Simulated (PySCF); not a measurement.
H₇FSi₃, singlet, geometry from GFN2-xTB, atoms displaced at random by about 0.03 Å a coordinate; PySCF with PBE0/6-31G, gradient.

The PySCF input:
```python
from pyscf import gto, scf, dft

mol = gto.Mole()
mol.atom = '''
    Si    0.11718582    0.03585157   -0.56071872
    F    -0.06184383   -1.56445878   -0.92637493
    Si   -1.92611604    0.75969829    0.02381374
    Si    1.88598439    0.00516383    1.01222709
    H     0.51648138    0.53551183   -1.87265000
    H    -2.96077412    0.54956557   -1.03451187
    H    -1.92832500    2.18591894    0.33171558
    H    -2.49407822    0.09205132    1.24229519
    H     3.09783103   -0.55292500    0.44407793
    H     2.21512498    1.41145847    1.25964163
    H     1.49524138   -0.62886614    2.25306928
'''
mol.basis = '6-31g'
mol.verbose = 3
mol.build()

mf = dft.RKS(mol)
mf.xc = 'pbe0'
mf.conv_tol = 1e-11
mf.kernel()
g = mf.nuc_grad_method()
grad = g.kernel()
```

The log (banner, timings and long lists left out):

```
converged SCF energy = -971.917485036255
--------------- RKS gradients ---------------
         x                y                z
0 Si    -0.0260091110    -0.0096615264    -0.0109601983
1 F     0.0086720335     0.0491491196     0.0075279307
2 Si     0.0292221618     0.0002107389    -0.0096831613
3 Si     0.0133151398    -0.0160301469     0.0148860532
4 H    -0.0068395408    -0.0170932278     0.0122235621
5 H    -0.0011981169     0.0013457503     0.0051056133
6 H    -0.0021346070    -0.0176190525    -0.0026594959
7 H    -0.0035253250     0.0026934697    -0.0016503339
8 H    -0.0136666520     0.0120614817     0.0079620575
9 H    -0.0029292844    -0.0150447002    -0.0063570308
10 H     0.0051182541     0.0100431015    -0.0164024341
----------------------------------------------
```
